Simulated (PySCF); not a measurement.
A GIAO shielding run with PySCF 2.14.0 with density-fitted response routines (density fitting, non-relativistic, gas phase) on `C=C[C@@H]1C=C[C@H](NC)[SiH2]1`, C7H13NSi:

```
$ OMP_NUM_THREADS=1 python probes_run.py task.json out

{"job": {"kind": "nmr", "xc": "PBE0", "basis": "pcSseg-1"}, "charge": 0, "multiplicity": 1}
C     -3.663953     0.717245     0.067983
C     -2.430024     0.407303     0.424245
C     -1.525546    -0.500378    -0.336165
C     -0.855710    -1.491263     0.574323
C      0.463237    -1.528575     0.643455
C      1.274994    -0.584269    -0.194924
N      2.081625     0.285778     0.659917
C      3.123557     0.974980    -0.064396
Si    -0.048828     0.436490    -1.137601
H     -4.118258     0.302829    -0.817561
H     -4.270266     1.400725     0.637983
H     -1.995756     0.836659     1.317790
H     -2.118429    -1.035599    -1.084245
H     -1.485703    -2.148380     1.158127
H      0.991296    -2.217216     1.290181
H      1.928942    -1.179444    -0.861647
H      2.495743    -0.265662     1.408522
H      3.815378     0.297286    -0.590964
H      3.695302     1.588728     0.630386
H      2.659932     1.625452    -0.807377
H     -0.015873     1.850986    -0.778233
H     -0.012069     0.245713    -2.592449
```

Hardware: 1 thread of an Intel Xeon Platinum 8375C, shared host. The job also computes population analyses, field gradients, ring-centre shieldings.

Question: How large is the calculation?

Answer: 76 electrons, 225 basis functions and 1180 auxiliary functions.

Question: How long does it take, and how much memory does it need?

Answer: 52 s of wall time, with 14 SCF cycles and 4 response iterations; peak memory 1.1 GiB. Times on a shared host scatter by some tens of per cent.
